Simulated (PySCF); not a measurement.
Species: C5H13F3GaN.
Atom-mapped SMILES: `[CH3:1][N+:2]([CH3:3])([CH3:4])[GaH2-:5][CH2:6][C:7]([F:8])([F:9])[F:10]` (hydrogens: H11, H12, H13 on C1; H14, H15, H16 on C3; H17, H18, H19 on C4; H20, H21 on Ga5; H22, H23 on C6)

Method: PySCF 2.14.0, PBE0-D3(BJ)/def2-SVP geometry optimisation, gas phase; density fitting, grid level 1; the optimiser is geomeTRIC in internal coordinates, started from a GFN2-xTB structure with every atom displaced at random (about 0.01 Å).

Step 1: E = -67375.9922 eV
```
atom  x, y, z in Å  |  force x, y, z in eV/Å
C1     -1.3392    1.3809   -0.6055   -0.632   0.594   0.104
N2     -1.2339    0.0419   -0.0561    0.140  -0.108  -0.165
C3     -2.3129   -0.2084    0.8968    0.418   0.038   0.305
C4     -1.2422   -0.9528   -1.1249   -0.813  -0.161   0.112
Ga5     0.6348   -0.1304    1.0061   -0.390   0.543  -0.271
C6      2.0089    0.3239   -0.4377    0.804  -0.816   0.499
C7      3.2021   -0.3134    0.2178   -0.028  -0.021   0.524
F8      4.3989    0.0348   -0.2751   -0.147  -0.024   0.009
F9      3.1398   -1.6543    0.1972    0.139  -0.002  -0.349
F10     3.2315    0.0044    1.5530    0.215   0.141  -0.397
H11    -2.3202    1.5372   -1.1059    0.147  -0.101   0.054
H12    -1.2597    2.1253    0.2035    0.065  -0.102  -0.058
H13    -0.5570    1.5811   -1.3377    0.310  -0.078  -0.116
H14    -3.3045   -0.1277    0.4311   -0.141  -0.018  -0.135
H15    -2.2303    0.5107    1.7208   -0.074   0.126   0.008
H16    -2.1736   -1.2005    1.3369   -0.098  -0.207  -0.028
H17    -2.2301   -0.9567   -1.6357    0.187   0.006   0.021
H18    -0.4766   -0.7246   -1.8619    0.349   0.011  -0.159
H19    -1.0805   -1.9506   -0.6972    0.136  -0.026  -0.041
H20     0.4769   -1.5938    1.5045    0.030  -0.345  -0.054
H21     0.3808    1.0198    2.0451   -0.015   0.191   0.064
H22     2.2604    1.3844   -0.5205   -0.258   0.308   0.003
H23     1.9747   -0.1083   -1.4514   -0.345   0.052   0.073
```

Step 2: E = -67376.1720 eV
```
atom  x, y, z in Å  |  force x, y, z in eV/Å
C1     -1.3250    1.3934   -0.6105   -0.112   0.166  -0.068
N2     -1.2485    0.0482   -0.0513    0.123  -0.125  -0.057
C3     -2.3531   -0.1897    0.8765    0.093   0.000   0.144
C4     -1.2387   -0.9615   -1.1119   -0.184   0.010   0.012
Ga5     0.5854   -0.1331    1.0776   -0.120   0.200  -0.165
C6      1.9956    0.2747   -0.3371    0.398  -0.321   0.480
C7      3.2762   -0.3164    0.1833    0.003   0.170   0.259
F8      4.3749    0.1122   -0.4481    0.148   0.143  -0.197
F9      3.2948   -1.6554    0.0872   -0.114   0.068   0.103
F10     3.4735   -0.0073    1.4983   -0.182  -0.200  -0.427
H11    -2.2777    1.5516   -1.1511    0.031  -0.045  -0.003
H12    -1.2549    2.1368    0.1957    0.027  -0.030   0.013
H13    -0.4938    1.5557   -1.3092    0.027   0.001   0.011
H14    -3.3253   -0.1047    0.3610   -0.042  -0.018   0.007
H15    -2.3054    0.5419    1.6956   -0.029   0.021  -0.044
H16    -2.2520   -1.1907    1.3187   -0.033  -0.008  -0.055
H17    -2.1947   -0.9647   -1.6688    0.025   0.046   0.009
H18    -0.4243   -0.7498   -1.8145    0.059  -0.040  -0.005
H19    -1.0883   -1.9570   -0.6726    0.057   0.012   0.003
H20     0.4036   -1.6219    1.5561    0.042  -0.075  -0.048
H21     0.3136    1.0403    2.1058    0.029   0.017  -0.032
H22     2.1591    1.3582   -0.4299   -0.080   0.025   0.026
H23     1.8532   -0.1379   -1.3470   -0.167  -0.015   0.036
```

**Question.** Estimate the geometry and energy of step 3. (The exact step hangs on the optimiser's Hessian estimate; all steps are aligned on step 2, rigid shifts and turns removed.)

**Answer.** E = -67376.2101 eV, largest force 0.211 eV/Å
```
atom  x, y, z in Å  |  force x, y, z in eV/Å
C1     -1.3008    1.3956   -0.6227    0.076  -0.061  -0.032
N2     -1.2417    0.0486   -0.0526    0.071  -0.031  -0.007
C3     -2.3625   -0.1761    0.8617   -0.040  -0.001   0.003
C4     -1.2282   -0.9693   -1.1050    0.069   0.026   0.000
Ga5     0.5626   -0.1394    1.1189   -0.052  -0.058   0.074
C6      1.9833    0.2482   -0.2572   -0.103   0.151   0.035
C7      3.3047   -0.3079    0.1534   -0.193   0.072   0.042
F8      4.3343    0.1738   -0.5632    0.056  -0.048   0.025
F9      3.3375   -1.6427    0.0325    0.087  -0.056  -0.033
F10     3.5764   -0.0289    1.4456    0.081   0.011  -0.055
H11    -2.2372    1.5476   -1.1879   -0.018   0.007  -0.021
H12    -1.2400    2.1373    0.1844   -0.011   0.017   0.014
H13    -0.4459    1.5441   -1.2988   -0.056   0.020   0.025
H14    -3.3276   -0.0919    0.3279    0.019  -0.001   0.022
H15    -2.3310    0.5657    1.6720    0.005  -0.015  -0.015
H16    -2.2819   -1.1792    1.3041    0.011   0.033  -0.011
H17    -2.1687   -0.9583   -1.6831   -0.024   0.014  -0.018
H18    -0.3873   -0.7829   -1.7885   -0.055  -0.018   0.026
H19    -1.0923   -1.9612   -0.6528   -0.013   0.003   0.001
H20     0.3755   -1.6436    1.5750   -0.003   0.038  -0.018
H21     0.2953    1.0458    2.1368   -0.017  -0.028  -0.021
H22     2.0814    1.3420   -0.3417    0.070  -0.042  -0.013
H23     1.7420   -0.1447   -1.2554    0.042  -0.032  -0.022
```

The energy changes by -0.0380 eV. The first-order estimate −F·Δx gives -0.0878 eV and the mean of the old and new forces, exact on a quadratic surface, -0.0394 eV. The step makes an angle of 76° with the force vector and moves no atom by more than 0.144 Å.

What follows is the cost of the whole optimisation. The run took 23 min wall on one thread of an Intel Xeon at 2.50 GHz (shared host), and the process peaked at 1.0 GiB of memory.
